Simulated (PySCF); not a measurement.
C₄H₄Cl₂O.
Bonds: C1–C2, C2–C3 (double), C3–O4 (double), C2–C5, C5–Cl6, C5–Cl7. Hydrogens: H8, H9, H10 on C1; H11 on C5.

The same species was optimised twice, with GFN2-xTB and with PBE0-D3(BJ)/def2-SVP (PySCF), and the same property calculations (PySCF, gas phase) were run on both structures.

```json
{"coordinate": "C2=C3 (Å)", "GFN2-xTB": "1.301", "PBE0-D3(BJ)/def2-SVP": "1.323", "change": "+0.022"}
{"coordinate": "C1–C2 (Å)", "GFN2-xTB": "1.510", "PBE0-D3(BJ)/def2-SVP": "1.504", "change": "-0.006"}
{"coordinate": "C5–Cl7 (Å)", "GFN2-xTB": "1.792", "PBE0-D3(BJ)/def2-SVP": "1.795", "change": "+0.003"}
{"coordinate": "C5–Cl6 (Å)", "GFN2-xTB": "1.791", "PBE0-D3(BJ)/def2-SVP": "1.795", "change": "+0.004"}
{"coordinate": "C2–C5 (Å)", "GFN2-xTB": "1.487", "PBE0-D3(BJ)/def2-SVP": "1.485", "change": "-0.002"}
{"coordinate": "C3=O4 (Å)", "GFN2-xTB": "1.161", "PBE0-D3(BJ)/def2-SVP": "1.160", "change": "-0.001"}
{"coordinate": "C3–C2–C5 (°)", "GFN2-xTB": "120.7", "PBE0-D3(BJ)/def2-SVP": "117.3", "change": "-3.4"}
{"coordinate": "C1–C2–C5 (°)", "GFN2-xTB": "118.4", "PBE0-D3(BJ)/def2-SVP": "120.7", "change": "+2.3"}
{"coordinate": "C2–C3–O4 (°)", "GFN2-xTB": "178.7", "PBE0-D3(BJ)/def2-SVP": "179.9", "change": "+1.2"}
{"coordinate": "C1–C2–C3 (°)", "GFN2-xTB": "120.9", "PBE0-D3(BJ)/def2-SVP": "122.0", "change": "+1.1"}
{"coordinate": "Cl6–C5–Cl7 (°)", "GFN2-xTB": "108.2", "PBE0-D3(BJ)/def2-SVP": "108.9", "change": "+0.7"}
{"coordinate": "C2–C5–Cl6 (°)", "GFN2-xTB": "110.9", "PBE0-D3(BJ)/def2-SVP": "111.4", "change": "+0.5"}
{"coordinate": "C2–C5–Cl7 (°)", "GFN2-xTB": "111.0", "PBE0-D3(BJ)/def2-SVP": "111.4", "change": "+0.4"}
{"coordinate": "C1–C2–C5–Cl6 (°)", "GFN2-xTB": "-60", "PBE0-D3(BJ)/def2-SVP": "-61", "change": "-1"}
```

Rotational constants: A = 2287, B = 1187, C = 1006 MHz (GFN2-xTB) against A = 2216, B = 1187, C = 1012 MHz (PBE0-D3(BJ)/def2-SVP). Point groups within 0.08 Å: Cs and Cs.

On the GFN2-xTB structure: lowest singlet, TDDFT (eV) 3.51 [PBE0/def2-SVPD]; isotropic polarisability (au) 80.2 [PBE0/def2-SVPD]; HOMO (eV) -7.28 [PBE0/def2-SVPD]; LUMO (eV) -1.77 [PBE0/def2-SVPD]; dipole (D) 0.99 [PBE0/def2-SVPD].

**Question.** What do these properties become on the PBE0-D3(BJ)/def2-SVP structure?

**Answer.** 
```
                                    property           level  on GFN2-xTB  on PBE0-D3(BJ)/def2-SVP  change
                  lowest singlet, TDDFT (eV)  PBE0/def2-SVPD         3.51                     3.46   -0.05
               isotropic polarisability (au)  PBE0/def2-SVPD         80.2                     81.0    +0.8
                                   HOMO (eV)  PBE0/def2-SVPD        -7.28                    -7.23   +0.05
                                   LUMO (eV)  PBE0/def2-SVPD        -1.77                    -1.80   -0.03
                                  dipole (D)  PBE0/def2-SVPD         0.99                     1.20   +0.21
energy, GFN2-xTB geometry as zero (kcal/mol)  PBE0/def2-SVPD          0.0                     -0.9    -0.9
```

The heavy atoms differ by 0.042 Å rms after alignment. Among bonds between heavy atoms C2=C3 changes most (+0.022 Å). Changes are differences of the printed values. Neither structure is proved a minimum here.

Shape of the structure used: `[CH3:1][C:2](=[C:3]=[O:4])[CH:5]([Cl:6])[Cl:7]`: C1–C2–C5–Cl6 -61°.
